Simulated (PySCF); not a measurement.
isocyanic acid (CHNO), SMILES C(=N)=O.

The structure is a stationary point at PBE0-D3(BJ)/def2-TZVP.

Two levels are set side by side: TDA-PBE/def2-TZVPD (PySCF) and TDA-B3LYP/def2-TZVPD (PySCF). Vertical, same geometry. The lowest singlet is HOMO→LUMO 98 % with PBE and HOMO→LUMO+1 98 % with the other functional; states are paired by order. Differences are taken from unrounded values.

```tsv
quantity	TDA-B3LYP
lowest singlet excitation (eV)	6.62
lowest triplet excitation (TDA) (eV)	6.19
first bright state (f over 0.05) (eV)	9.39
its oscillator strength	0.12
```

Problem. What does TDA-PBE give, and how far is it from TDA-B3LYP? (An estimate is asked for; the answer gives what the named calculation found.)

Solution. 
| quantity | TDA-PBE | TDA-PBE minus TDA-B3LYP |
|---|---|---|
| lowest singlet excitation (eV) | 6.60 | -0.01 |
| lowest triplet excitation (TDA) (eV) | 6.14 | -0.04 |
| first bright state (f over 0.05) (eV) | 8.99 | -0.40 |
| its oscillator strength | 0.09 | -0.03 |

Rough cost on one machine, each run with all the roots and properties that it gave: TDA-B3LYP against TDA-PBE within a factor of 2.
